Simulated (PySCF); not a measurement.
Compounds:

A. SMILES C=Cc1ccco1
B. `Cc1cnnnc1C#N`
C. `C=C(CC)/C(F)=C/CN`
D. `InChI=1S/C6H13FSi2/c1-3-4-6(2,9)5(7)8/h5H,1-2,8-9H3/t5-,6+/m0/s1`

Spectrum 1. ¹³C{¹H} NMR (computed): δ 154.0 (CH), 143.5 (C), 141.1 (C), 120.0 (C), 18.2 (CH3).

Spectrum 2. ¹³C{¹H} NMR (computed): δ 166.1 (C), 149.7 (C), 119.7 (CH2), 119.1 (CH), 43.1 (CH2), 31.4 (CH2), 18.7 (CH3).

Spectrum 3. ¹³C{¹H} NMR (computed): δ 98.0 (CH), 89.4 (C), 89.0 (C), 27.3 (C), 23.7 (CH3), 4.9 (CH3).

Spectrum 4. ¹³C{¹H} NMR (computed): δ 159.8 (C), 147.0 (CH), 132.8 (CH), 118.4 (CH), 117.8 (CH2), 117.5 (CH).

Theory: geometry from GFN2-xTB, σ from GIAO-PBE0/pcSseg-1, in PySCF 2.14.0 with density-fitted response routines (rapidly exchanging positions averaged, no relativistic terms, one conformer, gas phase).

Chemical shifts δ = σref − σ; ¹³C (σ = 186.93 ppm) against TMS, all at this level. Splittings of carbon signals by F and P are missing where no couplings were computed. Shifts are as computed. Against solution values, carbons near 30 ppm lie about +3 ppm off and those near 130 ppm about +5 ppm. Of 1211 compounds with measured shifts, 218 miss one by over three times the rms of a fit or turn the order of signals round; such compounds aren't used in these exercises.

**Question.** Match each spectrum to its structure.

**Answer.** 1–B, 2–C, 3–D, 4–A.

- Spectrum 1 (B): 5 ¹³C signals; δC 154.0 is an aromatic CH next to a ring nitrogen; δC 120.0 is a nitrile carbon.
- Spectrum 2 (C): 7 ¹³C signals; δC 149.7 is a fully substituted alkene carbon; δC 119.7 is a terminal =CH2 carbon.
- Spectrum 3 (D): 6 ¹³C signals; δC 98.0 is an sp3 CH bonded to F and Si; δC 89.4 is an alkyne carbon.
- Spectrum 4 (A): 6 ¹³C signals; δC 132.8 is an alkene CH; δC 117.8 is a terminal =CH2 carbon.
